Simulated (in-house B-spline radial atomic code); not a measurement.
Ionising Ba III (Ba2+) with different functionals

Computed with a radial B-spline atomic code at the basis-set limit: four-component Dirac-Coulomb Hamiltonian, Fermi nucleus of rms radius 4.8378 fm, spin-restricted, spherical fractional occupations for the functionals, and exact exchange of hybrids averaged over the configuration. The ionisation energy is the difference of two self-consistent energies, [Kr] 4d10 5s2 5p6 → [Kr] 4d10 5s2 5p5, without Breit or QED terms; ε is the level of the shell that loses the electron (mean over j). The electron is taken from both j subshells in proportion to 2j + 1, so the result is a j average, not the step between ground levels.

| method | rung | ΔSCF (eV) | -ε(5p) (eV) |
| --- | --- | --- | --- |
| PBE0 | global hybrid | 36.59 | 32.57 |
| BHandHLYP | global hybrid | ? | ? |
| HSE06 | range-separated hybrid | ? | ? |
| LC-wPBE | range-separated hybrid | 36.61 | 35.50 |

Problem. What does BHandHLYP give?

Solution. ΔSCF 36.43 eV, and -ε(5p) = 33.96 eV.

Problem. What does HSE06 give?

Solution. ΔSCF 36.54 eV, and -ε(5p) = 32.12 eV.

Problem. Among the functionals, which spreads more, the ΔSCF values or the orbital energies?

Solution. The orbital energies: ΔSCF values span about 0.18 eV and the orbital energies 3.38 eV; here energy differences depend much less on the functional than eigenvalues do.

Problem. How do they compare with the NIST value?

Solution. NIST lists 35.844 eV ± 0.0025 (measured, ground level to ground level). Errors run from +0.59 to +0.77 eV. The correlated functionals all miss on the same side by more than they spread, so the cause is common to them (Breit-QED terms, spin polarisation, the choice among j levels, multiplet and fine-structure energies, or a listed next ion that isn't the cheapest removal here) and closeness doesn't rank the functionals.
